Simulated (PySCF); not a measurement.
**Radial density of Cl⁻ (chlorine, charge -1)**

r2SCAN0, [Ar], closed-shell 1S. Computed with PySCF 2.14 in aug-cc-pV(D+d)Z (5s4p3d, 32 functions), with the non-relativistic Hamiltonian (point nucleus).

```tsv
r (bohr)	4πr²ρ (e/bohr)
0.00127	0.06202
0.00213	0.1709
0.00358	0.4592
0.00603	1.197
0.0101	2.944
0.0171	6.595
0.0287	12.60
0.0482	18.58
0.0811	18.47
0.136	13.49
0.230	16.74
0.386	17.88
0.650	6.186
1.09	4.162
1.84	3.870
3.09	0.9719
5.20	0.08034
8.74	0.002194
```
